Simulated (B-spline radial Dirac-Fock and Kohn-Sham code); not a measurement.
# Sc 3s: cross section and angular parameters

System: neutral scandium, configuration [Ar] 3d1 4s2; threshold 60.12 eV (orbital energy of the model). These are calculated numbers from a radial atomic solver; the model is Dirac-Hartree-Slater photoionisation with a Latter tail; cross sections with all multipoles, angular parameters from the dipole term and its interference with E2.

For linearly polarised light dσ/dΩ = σ/(4π) [1 + β P₂(cos θ) + (δ + γ cos²θ) sin θ cos φ], with θ from the polarisation vector and φ the angle between the beam and the projection of the electron momentum on the plane normal to the polarisation.

```tsv
hν (eV)	σ (kb)	β	γ
91.4	403	1.999	0.169
99.6	387	1.999	0.191
112	356	1.999	0.208
116	?	?	?
165	238	2.000	0.180
230	153	2.000	0.109
239	145	2.000	0.100
274	118	2.000	0.067
294	106	2.000	0.050
425	58.5	2.000	-0.020
790	19.3	2.000	-0.032
800	18.9	2.000	-0.030
832	17.5	2.000	-0.025
1000	12.3	2.000	0.009
1280	7.58	2.000	0.082
1350	6.81	2.000	0.101
2984.4	1.25	2.000	0.557
6000	0.237	2.000	1.206
7590	0.131	2.000	1.475
8047.8	0.113	1.999	1.546
9251.7	0.0783	1.999	1.724
9370	0.0757	1.999	1.741
9730	0.0686	1.999	1.792
11400	0.0450	1.999	2.014
12000	0.0392	1.999	2.089
```

Question: Give the values at 116 eV.

Answer: σ = 345 kb, β = 1.999, γ = 0.210. For an s subshell δ is negligible.
